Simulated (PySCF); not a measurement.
Job for PySCF: R-M06-2X/6-31G* on CH7GeN (SMILES C[NH][GeH3]), a point of a torsion scan.

```python
from pyscf import gto, scf, dft, mp
from pyscf.data.elements import chemcore

mol = gto.M(
    atom='''
    C    -1.37211054    0.16551626    0.29550066
    N    -0.29154324   -0.11148098   -0.63488602
    Ge    1.44263205   -0.02103888   -0.12239403
    H    -2.28678586    0.39259060   -0.25560380
    H    -1.10042997    1.03857120    0.88837507
    H    -1.57927576   -0.66215837    0.98372994
    H    -0.52725527   -0.89378570   -1.23110283
    H     1.85785457   -0.94943544    0.99484467
    H     2.23524612   -0.32858005   -1.34736589
    H     1.65578703    1.38247619    0.34319630
    ''',
    basis='6-31g*',
    cart=True,
    charge=0, spin=0, verbose=3, max_memory=1800)
mf = dft.RKS(mol, xc='m062x')
mf.conv_tol = 1e-8
mf.max_cycle = 100
mf.kernel()
if not mf.converged:
    mf = mf.newton().run(mf.mo_coeff, mf.mo_occ)
```

Problem. Predict the final total energy.

Solution. -2173.7066 hartree.
